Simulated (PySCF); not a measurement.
Bonds (- single, = double, # triple, : aromatic): C1-O2 1.420 Å, O2-C3 1.338 Å, C3=O4 1.205 Å, C3-C5 1.475 Å, C5=C6 1.325 Å, C6-F7 1.330 Å. C1 carries H8, H9, H10; C5 carries H11; C6 carries H12. Stereochemistry as in COC(=O)/C=C/F.

Geometry: GFN2-xTB; GIAO absolute shieldings from PySCF 2.14, gas phase, non-relativistic, averaged over equivalent atoms.

At B97-D/pcSseg-1 (144 basis functions, 15 s wall time on 1 thread of an Arm Neoverse V2, shared host):
```json
{"atoms": "C6", "σ (ppm)": "12.0"}
{"atoms": "C3", "σ (ppm)": "16.5"}
{"atoms": "C5", "σ (ppm)": "74.9"}
{"atoms": "C1", "σ (ppm)": "127.4"}
{"atoms": "O4", "σ (ppm)": "-51.8"}
{"atoms": "O2", "σ (ppm)": "130.7"}
{"atoms": "F7", "σ (ppm)": "258.0"}
{"atoms": "H12", "σ (ppm)": "23.97"}
{"atoms": "H11", "σ (ppm)": "26.15"}
{"atoms": "H8/H9/H10", "σ (ppm)": "27.90"}
```

Task: What do these become at LDA/Sadlej pVTZ?

Result: 
```csv
atoms,σ at LDA/Sadlej pVTZ,change
C6,15.7,+3.7
C3,19.6,+3.1
C5,81.9,+7.0
C1,140.5,+13.1
O4,-48.2,+3.6
O2,135.5,+4.8
F7,265.6,+7.6
H12,23.26,-0.71
H11,25.19,-0.96
H8/H9/H10,27.27,-0.63
```

The largest change is at C1 (methyl carbon bonded to O). Cost: 213 basis functions, 69 s wall time on 1 thread of an Arm Neoverse V2, shared host. The order of the carbon signals is the same at both levels.
